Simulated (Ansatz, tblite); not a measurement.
Removing and adding an electron: GeSe2 (the lowest singlet isomer of a short search). Total charge 0; singlet. Geometry: r2SCAN-D4/def2-TZVP. Ansatz, gas phase; energy differences of separate SCF runs; the oxidised species was run as a doublet alone; the reduced species was run as a doublet alone.

```xyz
3

Ge   -0.416    1.264    0.165
Se    0.631   -0.642    1.058
Se   -0.215   -0.622   -1.223
```

The xTB rows come from tblite. HOMO above LUMO, or a gap near zero within one spin, warns that the state may not be the lowest or that an electron is smeared out. The structure comes from a short search, and lower isomers may exist.

```
               level  −HOMO (eV)  vertical IE (eV)  −LUMO (eV)  vertical EA (eV)  HOMO–LUMO gap (eV)  IE − EA (eV)                                                                   remarks
    PBE-D4/def2-TZVP        5.12              8.03        3.48                 –                1.64             –                                                                         –
   PBE-D4/def2-TZVPD        5.17                 –        3.52              1.00                1.64             –  HOMO above zero (-1 doublet), gap within one spin near zero (-1 doublet)
r2SCAN-D4/def2-TZVPD        5.39                 –        3.49              1.17                1.90             –                                              HOMO above zero (-1 doublet)
   PBE0-D4/def2-TZVP        6.16              8.15        2.80                 –                3.36             –                                                                         –
```

Problem. Estimate the rows for GFN1-xTB, GFN2-xTB, r2SCAN-D4/def2-TZVP, PBE0-D4/def2-TZVPD.

Solution. 
| level | −HOMO (eV) | vertical IE (eV) | −LUMO (eV) | vertical EA (eV) | HOMO–LUMO gap (eV) | IE − EA (eV) | remarks |
| --- | --- | --- | --- | --- | --- | --- | --- |
| GFN1-xTB | 9.18 | 12.74 | 7.29 | – | 1.89 | – | – |
| GFN2-xTB | 10.03 | 12.87 | 8.25 | 5.51 | 1.78 | 7.36 | – |
| r2SCAN-D4/def2-TZVP | 5.37 | 8.16 | 3.47 | – | 1.90 | – | – |
| PBE0-D4/def2-TZVPD | 6.19 | – | 2.84 | 1.14 | 3.35 | – | HOMO above zero (-1 doublet) |

Relaxing the oxidised species (r2SCAN-D4/def2-TZVP) changes its energy by -0.20 eV at PBE-D4/def2-TZVP, so the adiabatic ionisation energy to this nearest minimum is 7.83 eV. At PBE0-D4/def2-TZVP it is 7.92 eV.     A HOMO above zero means that the electron is unbound at that level or that self-interaction error raises the level; the energy of removing that electron tells which. Raw xTB energy differences between charge states are shifted by several eV; the methods need an empirical correction for them.
